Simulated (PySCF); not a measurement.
# Vibration and rotation of GaC⁺

UHF-CCSD(T) constants of GaC⁺, ³Π (triplet), unpaired electrons σ ↑, π ↑ (basis Ga cc-pVDZ-PP with ECP10, C cc-pVDZ; scalar-relativistic core potentials; PySCF 2.14; masses 68.9256 and 12.0000 u):

| Item | Value |
| --- | --- |
| ωe | 148.4 cm⁻¹ |
| ωexe | 2.62 cm⁻¹ |
| Be | 0.21159 cm⁻¹ |
| αe | 0.00452 cm⁻¹ |
| De to Ga⁺ + C | 0.284 eV |

**Question.** What force constant and bond length do these constants imply?

**Answer.** Reduced mass μred = 10.221 u; k = 5.8918×10⁻⁷·μred·ωe² (u, cm⁻¹, mdyn/Å) = 0.133 mdyn/Å; Re = √(16.8576/(μred·Be)) (u, cm⁻¹, Å) = 2.792 Å.

**Question.** Estimate the centrifugal constant D from the Kratzer relation and find the Dunham coefficient a1.

**Answer.** D = 4Be³/ωe² = 1.72e-06 cm⁻¹; a1 = −1 − αeωe/(6Be²) = -3.50.

Correlated steps freeze 5 core orbitals. The bond is weak. Basis-set superposition, not corrected here, can be much of De in a small basis, most of all at correlated wavefunction levels. Spin–orbit coupling is left out. For an ion De counts to the pair picked by the measured ionisation energies or electron affinities, which need not be the lowest pair at this level. The state is the lowest determinant that a PBE0 search found; another state may lie lower at other levels.
